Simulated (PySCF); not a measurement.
# Polarisability and C₆ of Br (bromine, neutral)

[Ar] 3d10 4s2 4p5, 2P determinant. Computed with PySCF 2.14 in aug-cc-pV5Z-PP with ECP10MDF (8s7p6d4f3g2h, 136 functions), with scalar relativity through the core potential. Coupled (time-dependent) response in atomic units; α is the mean over directions.

| method | mean α (bohr³) | α xx, yy, zz | C₆ (like pair) | S(−4) |
| --- | --- | --- | --- | --- |
| M06-2X | 21.52 | 19.77, 22.39, 22.39 | 171.2 | 112.3 |

S(−4) is the Cauchy moment in α(ω) = α(0) + S(−4) ω² + …

Reference α: 21 ± 1 bohr³ (recommended; Schwerdtfeger and Nagle, table of static dipole polarizabilities (2023 update)). Published C₆: 162.0 (Chu and Dalgarno (2004); Tang, Norbeck and Certain (1976)).

Spin-orbit coupling is absent.

α(iu) at M06-2X:

```json
{"u (hartree)": "0", "α(iu) (bohr³)": "21.52"}
{"u (hartree)": "0.0500", "α(iu) (bohr³)": "21.24"}
{"u (hartree)": "0.100", "α(iu) (bohr³)": "20.47"}
{"u (hartree)": "0.200", "α(iu) (bohr³)": "18.00"}
{"u (hartree)": "0.300", "α(iu) (bohr³)": "15.19"}
{"u (hartree)": "0.500", "α(iu) (bohr³)": "10.50"}
{"u (hartree)": "0.750", "α(iu) (bohr³)": "6.808"}
{"u (hartree)": "1.00", "α(iu) (bohr³)": "4.671"}
{"u (hartree)": "1.50", "α(iu) (bohr³)": "2.557"}
{"u (hartree)": "2.00", "α(iu) (bohr³)": "1.618"}
{"u (hartree)": "3.00", "α(iu) (bohr³)": "0.8374"}
{"u (hartree)": "5.00", "α(iu) (bohr³)": "0.3664"}
```

A single London oscillator, α(iu) = α/(1 + u²/ω²), gives C₆ = (3/4) ω α². Matching the computed C₆ needs ω = 4 × 171.2 / (3 × 21.52²) = 0.493 hartree.

The components differ because the open shell of this determinant is not spherical; for a pure term their mean is the scalar polarisability.

Energies and moments cover only the electrons outside the core potential.
